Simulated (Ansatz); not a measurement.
HIZn (SMILES [ZnH][I]) moved off its minimum; all values from Ansatz (a program for electronic structure), cores frozen in correlated methods. Elements past Kr take the def2 small-core potentials, without spin–orbit coupling.
(charge 0, multiplicity 1)
```xyz
3

Zn    -0.01449     0.02396    -1.53167
H      0.01299    -0.02909    -3.00780
I      0.00170     0.01724     0.93054
```

Forces at MP2/def2-TZVPPD (eV/Å):

```json
[
 {"atom": "Zn1", "Fx": "0.037", "Fy": "-0.051", "Fz": "0.782"},
 {"atom": "H2", "Fx": "-0.019", "Fy": "0.026", "Fz": "-0.342"},
 {"atom": "I3", "Fx": "-0.018", "Fy": "0.024", "Fz": "-0.440"}
]
```

Give the forces (eV/Å), the total energy and the dipole at CCSD(T)/def2-TZVPPD.


```tsv
atom	Fx	Fy	Fz
Zn1	0.028	-0.037	0.834
H2	-0.012	0.014	-0.630
I3	-0.016	0.023	-0.204
```
Energy -2075.7351 hartree, dipole 1.40 D.
